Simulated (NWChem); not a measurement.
System: SnClF, singlet; SMILES [F][Sn][Cl]

Input file for NWChem:

```
start job
memory heap 200 mb stack 900 mb global 1100 mb
geometry units angstroms noautoz
  Sn    -0.343846     0.445079     0.000000
  F      1.439574     1.241775     0.000000
  Cl     0.331746    -1.843791     0.000000
end
basis spherical
  * library def2-svp
end
ecp
  Sn library def2-ecp
end
dft
  xc xpbe96 cpbe96
  iterations 150
  vectors input atomic output neutral.movecs
end
task dft energy
charge 1
dft
  odft
  mult 2
  vectors input atomic output cation.movecs
end
task dft energy
```

Output (shortened):

```
             Northwest Computational Chemistry Package (NWChem) 7.3.0
             --------------------------------------------------------

 CS  symmetry detected

                             Geometry "geometry" -> ""
                             -------------------------

 Output coordinates in angstroms (scale by  1.889725989 to convert to a.u.)

  No.       Tag          Charge          X              Y              Z
 ---- ---------------- ---------- -------------- -------------- --------------
    1 Sn                  50.0000    -0.34225955     0.43422524     0.00000000
    2 F                    9.0000     1.47667491     1.14611627     0.00000000
    3 Cl                  17.0000     0.22487667    -1.88390050     0.00000000

 Effective nuclear repulsion energy (a.u.)     335.0863994082

      Symmetry information
      --------------------

 Group name             Cs
 Group number              2
 Group order               2
 No. of unique centers     3

 Summary of "ao basis" -> "ao basis" (spherical)
 ------------------------------------------------------------------------------
       Tag                 Description            Shells   Functions and Types
 ---------------- ------------------------------  ------  ---------------------
 Sn                         def2-svp                10       26   4s4p2d
 F                          def2-svp                 6       14   3s2p1d
 Cl                         def2-svp                 8       18   4s3p1d

      Symmetry analysis of basis
      --------------------------

        a'         41
        a"         17

            General Information
            -------------------
          SCF calculation type: DFT
          Wavefunction type:  closed shell.
          No. of atoms     :     3
          No. of electrons :    48
           Alpha electrons :    24
            Beta electrons :    24
          Charge           :     0
          Spin multiplicity:     1
          Use of symmetry is: on ; symmetry adaption is: on
          Maximum number of iterations: 150
          AO basis - number of functions:    58
                     number of shells:    24
          Convergence on energy requested:  1.00D-06
          Convergence on density requested:  1.00D-05
          Convergence on gradient requested:  5.00D-04

              XC Information
              --------------
          PerdewBurkeErnzerhof Exchange Functional  1.000
            Perdew 1991 LDA Correlation Functional  1.000 local
           PerdewBurkeErnz. Correlation Functional  1.000 non-local

             Grid Information
             ----------------
          Grid used for XC integration:  medium
          Radial quadrature: Mura-Knowles
          Angular quadrature: Lebedev.
          Tag              B.-S. Rad. Rad. Pts. Rad. Cut. Ang. Pts.
          ---              ---------- --------- --------- ---------
          Sn                  1.45      123           8.0       590
          F                   0.50       49           8.0       434
          Cl                  1.00       88           9.0       590
          Grid pruning is: on
          Number of quadrature shells:   260
          Spatial weights used:  Erf1

      Superposition of Atomic Density Guess
      -------------------------------------

 Sum of atomic energies:        -807.71177358

      Non-variational initial energy
      ------------------------------

 Total energy =    -771.867668
 1-e energy   =   -1471.997076
 2-e energy   =     538.861564
 HOMO         =      -0.318810
 LUMO         =      -0.046381

      Symmetry analysis of molecular orbitals - initial
      -------------------------------------------------

  Numbering of irreducible representations:

     1 a'          2 a"

  Orbital symmetries:

     1 a'          2 a'          3 a'          4 a'          5 a'
     6 a"          7 a'          8 a'          9 a'         10 a"
    11 a'         12 a'         13 a'         14 a"         15 a"
    16 a'         17 a'         18 a'         19 a'         20 a"
    21 a'         22 a"         23 a'         24 a'         25 a"
    26 a'         27 a'         28 a'         29 a'         30 a"
    31 a'         32 a"         33 a'         34 a"

   convergence    iter        energy       DeltaE   RMS-Dens  Diis-err
 ---------------- ----- ----------------- --------- --------- ---------
 d= 0,ls=0.0,diis     1   -773.8050513080 -9.35D+02  5.43D-02  8.29D-01
 d= 0,ls=0.0,diis     2   -770.9769098002  2.83D+00  4.17D-02  2.58D+01
 d= 0,ls=0.0,diis     3   -773.8039544834 -2.83D+00  1.84D-02  6.59D-01
 d= 0,ls=0.0,diis     4   -773.8996386629 -9.57D-02  6.03D-03  1.89D-01
 d= 0,ls=0.0,diis     5   -773.9270287473 -2.74D-02  1.02D-03  1.92D-03
  Resetting Diis
 d= 0,ls=0.0,diis     6   -773.9273236438 -2.95D-04  2.62D-04  2.93D-04
 d= 0,ls=0.0,diis     7   -773.9273679711 -4.43D-05  2.44D-04  2.14D-05
 d= 0,ls=0.0,diis     8   -773.9273530429  1.49D-05  1.55D-04  1.28D-04
 d= 0,ls=0.0,diis     9   -773.9273715818 -1.85D-05  2.78D-05  3.59D-06
 d= 0,ls=0.0,diis    10   -773.9273719328 -3.51D-07  9.80D-06  6.54D-07

         Total DFT energy =     -773.927371932807
      One electron energy =    -1473.447661591364
           Coulomb energy =      594.774407530317
    Exchange-Corr. energy =      -56.521961797787
 Nuclear repulsion energy =      161.267843926027

 Numeric. integr. density =       48.000002091028

                  Occupations of the irreducible representations
                  ----------------------------------------------

                     irrep           alpha         beta
                     --------     --------     --------
                     a'               18.0         18.0
                     a"                6.0          6.0

                       DFT Final Molecular Orbital Analysis
                       ------------------------------------

 Vector   22  Occ=2.000000D+00  E=-2.751807D-01  Symmetry=a"
              MO Center=  2.6D-01, -1.6D+00, -2.0D-16, r^2= 1.9D+00
   Bfn.  Coefficient  Atom+Function         Bfn.  Coefficient  Atom+Function
  ----- ------------  ---------------      ----- ------------  ---------------
    53      0.610207  3 Cl pz                50      0.445260  3 Cl pz
    47      0.261857  3 Cl pz                32      0.169537  2 F  pz
    35     -0.125621  2 F  pz                13      0.101047  1 Sn pz
    16      0.085534  1 Sn pz                18      0.059624  1 Sn d -1
    23     -0.053366  1 Sn d -1              10     -0.033570  1 Sn pz

 Vector   23  Occ=2.000000D+00  E=-2.688250D-01  Symmetry=a'
              MO Center=  2.6D-01, -1.3D+00, -3.9D-15, r^2= 2.8D+00
   Bfn.  Coefficient  Atom+Function         Bfn.  Coefficient  Atom+Function
  ----- ------------  ---------------      ----- ------------  ---------------
    51      0.444378  3 Cl px                52      0.361071  3 Cl py
    48      0.329186  3 Cl px                49      0.262681  3 Cl py
    31     -0.239054  2 F  py                45      0.192897  3 Cl px
    34      0.170435  2 F  py                46      0.153793  3 Cl py
     3     -0.152221  1 Sn s                 11      0.122756  1 Sn px

 Vector   24  Occ=2.000000D+00  E=-2.541717D-01  Symmetry=a'
              MO Center=  5.1D-02, -4.1D-01,  1.0D-14, r^2= 4.0D+00
   Bfn.  Coefficient  Atom+Function         Bfn.  Coefficient  Atom+Function
  ----- ------------  ---------------      ----- ------------  ---------------
    51      0.406521  3 Cl px                 3      0.395134  1 Sn s
     4      0.291717  1 Sn s                 48      0.292403  3 Cl px
    30     -0.289257  2 F  px                52     -0.253774  3 Cl py
    33      0.211882  2 F  px                11     -0.202879  1 Sn px
    49     -0.179936  3 Cl py                45      0.171266  3 Cl px

 Vector   25  Occ=0.000000D+00  E=-1.279364D-01  Symmetry=a"
              MO Center= -2.9D-01,  3.3D-01, -2.4D-14, r^2= 3.4D+00
   Bfn.  Coefficient  Atom+Function         Bfn.  Coefficient  Atom+Function
  ----- ------------  ---------------      ----- ------------  ---------------
    13      0.604813  1 Sn pz                16      0.509708  1 Sn pz
    53     -0.248417  3 Cl pz                32      0.196511  2 F  pz
    10     -0.180241  1 Sn pz                 7     -0.167254  1 Sn pz
    35     -0.161623  2 F  pz                50     -0.154758  3 Cl pz
    47     -0.089007  3 Cl pz                25      0.044874  1 Sn d  1

 Vector   26  Occ=0.000000D+00  E=-4.565224D-02  Symmetry=a'
              MO Center= -4.5D-01,  4.9D-01, -1.5D-15, r^2= 4.1D+00
   Bfn.  Coefficient  Atom+Function         Bfn.  Coefficient  Atom+Function
  ----- ------------  ---------------      ----- ------------  ---------------
    15      0.698155  1 Sn py                12      0.442915  1 Sn py
    14      0.331435  1 Sn px                44      0.278294  3 Cl s
    52      0.252970  3 Cl py                29     -0.223525  2 F  s
    51     -0.221333  3 Cl px                11      0.204625  1 Sn px
    30     -0.177123  2 F  px                33      0.149181  2 F  px

 Vector   27  Occ=0.000000D+00  E=-3.162698D-02  Symmetry=a'
              MO Center= -2.2D-01,  2.1D-01,  3.5D-16, r^2= 4.2D+00
   Bfn.  Coefficient  Atom+Function         Bfn.  Coefficient  Atom+Function
  ----- ------------  ---------------      ----- ------------  ---------------
    14      0.663736  1 Sn px                 3      0.495818  1 Sn s
    52     -0.386510  3 Cl py                11      0.380853  1 Sn px
    15     -0.313354  1 Sn py                12     -0.254686  1 Sn py
    44     -0.247699  3 Cl s                 29     -0.242704  2 F  s
    49     -0.194024  3 Cl py                31     -0.165492  2 F  py

     Multipole analysis of the density
     ---------------------------------

     L   x y z        total         alpha         beta         nuclear
     -   - - -        -----         -----         ----         -------
     0   0 0 0     -0.000000    -24.000000    -24.000000     48.000000

     1   1 0 0     -1.074251     -9.592000     -9.592000     18.109750
     1   0 1 0      0.578476     11.777172     11.777172    -22.975868
     1   0 0 1     -0.000000     -0.000000     -0.000000      0.000000

     2   2 0 0    -32.460177    -57.407881    -57.407881     82.355586
     2   1 1 0     -1.619807     -9.309769     -9.309769     16.999731
     2   1 0 1     -0.000000     -0.000000     -0.000000      0.000000
     2   0 2 0    -33.295153   -152.892171   -152.892171    272.489188
     2   0 1 1     -0.000000     -0.000000     -0.000000      0.000000
     2   0 0 2    -28.101111    -14.050555    -14.050555      0.000000

                                 NWChem DFT Module
                                 -----------------

      Symmetry analysis of basis
      --------------------------

        a'         41
        a"         17

            General Information
            -------------------
          SCF calculation type: DFT
          Wavefunction type:  spin polarized.
          No. of atoms     :     3
          No. of electrons :    47
           Alpha electrons :    24
            Beta electrons :    23
          Charge           :     1
          Spin multiplicity:     2
          Use of symmetry is: on ; symmetry adaption is: on
          Maximum number of iterations: 150
          AO basis - number of functions:    58
                     number of shells:    24
          Convergence on energy requested:  1.00D-06
          Convergence on density requested:  1.00D-05
          Convergence on gradient requested:  5.00D-04

              XC Information
              --------------
          PerdewBurkeErnzerhof Exchange Functional  1.000
            Perdew 1991 LDA Correlation Functional  1.000 local
           PerdewBurkeErnz. Correlation Functional  1.000 non-local

             Grid Information
             ----------------
          Grid used for XC integration:  medium
          Radial quadrature: Mura-Knowles
          Angular quadrature: Lebedev.
          Tag              B.-S. Rad. Rad. Pts. Rad. Cut. Ang. Pts.
          ---              ---------- --------- --------- ---------
          Sn                  1.45      123           8.0       590
          F                   0.50       49           8.0       434
          Cl                  1.00       88           9.0       590
          Grid pruning is: on
          Number of quadrature shells:   260
          Spatial weights used:  Erf1

      Superposition of Atomic Density Guess
      -------------------------------------

 Sum of atomic energies:        -807.71177358

 Renormalizing density from      48.00 to     47

      Non-variational initial energy
      ------------------------------

 Total energy =    -763.419746
 1-e energy   =   -1441.330470
 2-e energy   =     516.642880
 HOMO         =      -0.633752
 LUMO         =      -0.317028

   Symmetry analysis of molecular orbitals - initial alpha
   -------------------------------------------------------

  Numbering of irreducible representations:

     1 a'          2 a"

  Orbital symmetries:

     1 a'          2 a'          3 a'          4 a'          5 a'
     6 a"          7 a'          8 a'          9 a'         10 a"
    11 a'         12 a'         13 a'         14 a"         15 a"
    16 a'         17 a'         18 a'         19 a'         20 a"
    21 a'         22 a"         23 a'         24 a'         25 a"
    26 a'         27 a'         28 a'         29 a'         30 a"
    31 a'         32 a"         33 a'         34 a"

   Symmetry analysis of molecular orbitals - initial beta
   ------------------------------------------------------

  Numbering of irreducible representations:

     1 a'          2 a"

  Orbital symmetries:

     1 a'          2 a'          3 a'          4 a'          5 a'
     6 a"          7 a'          8 a'          9 a'         10 a"
    11 a'         12 a'         13 a'         14 a"         15 a"
    16 a'         17 a'         18 a'         19 a'         20 a"
    21 a'         22 a"         23 a'         24 a'         25 a"
    26 a'         27 a'         28 a'         29 a'         30 a"
    31 a'         32 a"         33 a'         34 a"

[...]
```

Level: PBE/def2-SVP with def2 effective core potentials on Sn, vertical spin-unrestricted ions. Low-valent species are run as closed-shell singlets; no triplet was tried in these runs. Coordinates come from a PBE0/def2-SVP optimisation. Not confirmed as a minimum by frequencies. def2 effective core potentials on Sn; no spin-orbit coupling.
